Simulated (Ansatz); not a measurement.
`[OH][GeH3]` → H₂ + `[OH][GeH]` at 500 K and 1 bar (germylene formation by 1,1-elimination).

Gas-phase electronic energies from Ansatz, PBE0-D4/def2-TZVP geometries. CBS: MP2 limit from def2 TZ/QZ plus the TZ coupled-cluster correction, frozen cores. This one scheme is used for every species. For Ge outer-core shells are correlated without core-valence functions, which leaves a few kJ/mol of doubt a bond. Scalar relativity is left out up to krypton.

```
     species  CCSD(T)/CBS energy (Eh)  H − E (kJ/mol)  S (J/(mol·K))
`[OH][GeH3]`              -2153.69723           124.0          309.0
          H₂                 -1.17544            41.0          145.5
 `[OH][GeH]`              -2152.47759            74.0          281.9
```

H − E and S are ideal-gas, rigid-rotor, harmonic terms from PBE0-D4/def2-TZVP. The MP2-based limit puts H₂ 0.8 mEh under its directly extrapolated value; such offsets cancel only in part. 1 Eh = 2625.50 kJ/mol, R = 8.31446 J/(mol·K).

Task: By hand: ΔE, ΔH, ΔS and ΔG.

Result: ΔE = (-1.17544) + (-2152.47759) − (-2153.69723) = 0.04420 Eh = 116.0 kJ/mol. Δ(H − E) = 41.0 + 74.0 − 124.0 = -9.0, so ΔH = 107.0 kJ/mol. ΔS = 145.5 + 281.9 − 309.0 = 118.4 J/(mol·K). ΔG = 107.0 − 500 × (118.4)/1000 = 47.8 kJ/mol.

Task: By hand: the equilibrium constant, and the temperature at which ΔG would vanish if ΔH and ΔS stayed fixed.

Result: log₁₀ K = −ΔG/(RT ln 10) = -5.0. ΔG = 0 at ΔH/ΔS = 904 K.

The number of gas molecules changes by +1, which sets the sign of ΔS. A doubt of 5 kJ/mol in ΔE shifts log₁₀ K by 0.5 here. These are equilibria of isolated gas molecules and say nothing of rates. Largest T1 diagnostic: 0.016 (customary marks: 0.02 for closed shells, 0.045 for open ones).
